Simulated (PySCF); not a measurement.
Compound: BCl₂GeH₃.
Numbering: `[Cl:1][B:2]([Cl:3])[GeH3:4]` (hydrogens: H5, H6, H7 on Ge4)

Structure used (PBE0-D3(BJ)/def2-SVP), in Å, numbered top down from 1:
```xyz
7
BCl2GeH3 angstrom
Cl     1.925    1.492   -0.216
B      1.157   -0.076   -0.181
Cl     2.159   -1.499   -0.352
Ge    -0.884   -0.282    0.082
H     -1.155   -0.853    1.488
H     -1.454   -1.277   -0.945
H     -1.618    1.064   -0.052
```

Jobs on this species (7 atoms, 74 electrons) with PySCF (density fitting). Hardware of each: an Arm Neoverse V1 with one thread, on a shared host. Other jobs ran on the host; a repeat could differ by tens of per cent or more. Peak memory is the resident size of the whole Python process, interpreter and libraries included.

| level and settings | work | basis functions | SCF cycles | wall time | peak memory |
| --- | --- | --- | --- | --- | --- |
| delta-SCF UKS PBE, pcX-2 on the ionised atom, pcseg-1 elsewhere, spin-free X2C | ΔSCF core ionisation, 3 holes | 134 | ? | ? | ? |
| PBE0-D3(BJ)/def2-SVP, grid level 1 | geometry optimisation from a GFN2-xTB start shaken at random | 97 | ? | ? | ? |
| delta-SCF UKS SCAN, pcX-2 on the ionised atom, pcseg-1 elsewhere, spin-free X2C | ΔSCF core ionisation, 3 holes | 134 | ? | ? | ? |
| delta-SCF UKS SCAN, pcX-2 on the ionised atom, pcseg-1 elsewhere, non-relativistic | ΔSCF core ionisation, 3 holes | 134 | 65 | 12 s | 0.48 GiB |
| delta-SCF UKS HF, pcX-2 on the ionised atom, pcseg-1 elsewhere, spin-free X2C | ΔSCF core ionisation, 3 holes | 134 | 38 | 11 s | 0.48 GiB |
| delta-SCF UKS SCAN, pcX-1 on the ionised atom, pcseg-1 elsewhere, spin-free X2C | ΔSCF core ionisation, 3 holes | 114 | 79 | 12 s | 0.48 GiB |
| delta-SCF UKS SCAN, def2-TZVP on the ionised atom, pcseg-1 elsewhere, spin-free X2C | ΔSCF core ionisation, 3 holes | 111 | 43 | 8.9 s | 0.48 GiB |
| delta-SCF UKS PBE0, pcX-2 on the ionised atom, pcseg-1 elsewhere, spin-free X2C | ΔSCF core ionisation, 3 holes | 134 | 38 | 15 s | 0.48 GiB |

Q: Fill in the missing figures.

A: 
- delta-SCF UKS PBE, pcX-2 on the ionised atom, pcseg-1 elsewhere, spin-free X2C; ΔSCF core ionisation, 3 holes: 6.5 s, 0.48 GiB, 41 SCF cycles
- PBE0-D3(BJ)/def2-SVP, grid level 1; geometry optimisation from a GFN2-xTB start shaken at random: 22 s, 0.41 GiB, 33 SCF cycles
- delta-SCF UKS SCAN, pcX-2 on the ionised atom, pcseg-1 elsewhere, spin-free X2C; ΔSCF core ionisation, 3 holes: 10 s, 0.41 GiB, 44 SCF cycles

Q: What do all jobs in the table cost together?

A: About 97 s; the longest takes about 23 % of that, and about 3.4 times as long as the shortest.
